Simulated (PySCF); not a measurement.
**Peak assignment**

Structure with atom numbers: `[N:1]#[C:2][C@@H:3]1[C@@H:4]([SiH2:5][SiH3:6])[CH2:7][C@@H:8]1[Cl:9]`; H(Xn) means a hydrogen on atom n. Ha(C7) is cis to C2 on the ring; Ha(Si5) is pro-R; Hb(Si5) is pro-S; Hb(C7) is trans to C2 on the ring.

Computed data (PySCF 2.14.0 with density-fitted response routines): NMR shieldings at PBE0/pcSseg-1/GIAO, GFN2-xTB structure. One conformer, non-relativistic Hamiltonian, no solvent model, fast rotation and ring inversion assumed for equivalent nuclei.

δ = σ(ref) − σ, references computed at the same level: ¹³C (186.93 ppm) and ¹H (31.72 ppm) against TMS.

(1) Assign these signals to the numbered atoms. ¹³C{¹H} NMR (computed): δ 123.5 (C), 55.3 (CH), 37.6 (CH), 36.7 (CH2), 17.9 (CH).

(2) Assign these signals to the numbered atoms. ¹H NMR (300 MHz, computed): δ 4.41 (m, 1H), 4.04 (m, 1H), 3.85 (m, 1H), 3.46 (m, 3H), 2.95 (m, 1H), 2.80 (m, 1H), 2.29 (m, 1H), 1.98 (m, 1H).

## Answers

(1) 
123.5 → C2, nitrile carbon: C≡N carbons fall here, among the sp2 signals but without a proton
55.3 → C8, sp3 CH bonded to Cl: pulled downfield by the heteroatom
37.6 → C3, sp3 CH α to a nitrile: aliphatic region, no heteroatom directly attached
36.7 → C7, sp3 CH2 in a ring: aliphatic region, no heteroatom directly attached
17.9 → C4, sp3 CH bonded to Si

C3 and C7 lie closer than the usual error of such a calculation, so a measured spectrum could show them in the other order.

(2) 
```tsv
δ (ppm)	atoms	environment	reason
4.41	H(C8)	hydrogen on an sp3 CH bonded to Cl	its carbon carries Cl, an electronegative neighbour
4.04	Hb(Si5)	hydrogen on a silicon bonded to C, Si	–
3.85	Ha(Si5)	hydrogen on a silicon bonded to C, Si	–
3.46	H(Si6)	hydrogen on a silicon bonded to Si	–
2.95	H(C3)	hydrogen on an sp3 CH α to a nitrile	–
2.80	Ha(C7)	hydrogen on an sp3 CH2 in a ring	–
2.29	Hb(C7)	hydrogen on an sp3 CH2 in a ring	–
1.98	H(C4)	hydrogen on an sp3 CH bonded to Si	–
```

Carbons that carry Cl, above all several Cl atoms, come out too deshielded, partly because spin–orbit coupling is missing. Shifts are as computed. Against solution values, carbons near 30 ppm lie about +3 ppm off and those near 130 ppm about +5 ppm; carbons on Cl a further +6 ppm. Of 1309 compounds with measured shifts, 239 miss one by over three times the rms of a fit or turn the order of signals round; such compounds aren't used in these exercises. No couplings were computed; multiplicities are counted from neighbouring protons, with m where these are inequivalent, close in shift, in a saturated or five-membered ring or joined by F or P, and br s for small geminal =CH2 splittings.
